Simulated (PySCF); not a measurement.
Ionisation energy of Nb⁺ by level of theory

Nb⁺ [Kr] 4d4 (5D) → Nb²⁺ [Kr] 4d3 (4F), as a difference of total energies. Calculation: PySCF 2.14, in def2-SVP with the def2 core potential (28 electrons); scalar relativity through the core potential. Correlated levels: valence: 4s2 4p6 frozen. The calculations carry no spin-orbit coupling.

```json
{"method": "UHF", "ionisation energy (eV)": "13.020", "difference from reference (eV)": "-1.300"}
{"method": "MP2 (valence)", "ionisation energy (eV)": "13.396", "difference from reference (eV)": "-0.924"}
{"method": "SCS-MP2 (valence)", "ionisation energy (eV)": "13.145", "difference from reference (eV)": "-1.175"}
```

Reference: 14.32 eV (semi-empirical (NIST evaluation); NIST Atomic Spectra Database, ionization energies).

The reference lies between the lowest fine-structure levels, while these numbers refer to the centres of the terms.

Errors of the correlated levels include the incompleteness of this basis and the frozen core.
